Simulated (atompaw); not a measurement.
**Before and after: PAW (atompaw) potential for thallium**

- Element: Tl
- Generator: atompaw 4.2.0.5
- Type: PAW
- Functional: PBE
- Relativity: scalar-relativistic
- Frozen core: [Xe] 4f14
- Valence charge: 13
- Reference configuration: 5d10 6s1 6p2
- Partial waves: 6s (bound): rc 3.00 bohr; 6s channel at -0.35 Ry: rc 3.00 bohr; 6p (bound): rc 3.00 bohr; 6p channel at 0.15 Ry: rc 3.00 bohr; 5d (bound): rc 1.30 bohr; 5d channel at 0.6 Ry: rc 3.00 bohr
- Local potential: troulliermartins scheme with l = 3 at 1 Ry, radius 2.35 bohr
- Core correction: smooth core density matched at 1.65 bohr
- Augmentation charge: besselshape compensation charge, radius 3.00 bohr; PAW radius 3.00 bohr; waves and projectors: custom rrkj vanderbiltortho

Change: all radii scaled by about 1.17 (s 3.50, p 3.50, d 1.52 bohr); local potential troulliermartins scheme with l = 3 at 1 Ry, radius 2.74 bohr; augmentation besselshape compensation charge, radius 3.50 bohr; PAW radius 3.50 bohr; waves and projectors: custom rrkj vanderbiltortho; core correction smooth core density matched at 1.92 bohr.

Cutoffs: the cutoffs (Ry, on a coarse ladder) from which the occupation-weighted sum of valence levels, in a spherical-Bessel basis at the reference potential, stays within 10 and 1 mRy of its value at 400 Ry; they do not see the model core or the augmentation charge, which bear on the density cutoff.

What does the change do?

The potential gets softer (70 Ry and 110 Ry → 50 Ry and 90 Ry); both files keep a bound ghost (s). A larger radius leaves more room for a smooth pseudo-wave, so fewer plane waves are needed.

| quantity | base | changed |
| --- | --- | --- |
| cutoff, loose | 70 Ry | 50 Ry |
| cutoff, tight | 110 Ry | 90 Ry |
| loose cutoff by channel (10 mRy a level) | s 6 Ry, p 6 Ry, d 50 Ry | s 6 Ry, p 6 Ry, d 40 Ry |
| bound ghosts | s | s |
| lowest overlap eigenvalue by channel | s 0.18, p 0.41, d 0.49 | s 0.07, p 0.46, d 0.47 |

 A true bound ghost makes a file unfit for plane-wave use even where its test errors are small: the radial tests pick states by their node count and pass the ghost by. The cutoffs see the waves, projectors and local potential, not the compensation charge or the core.
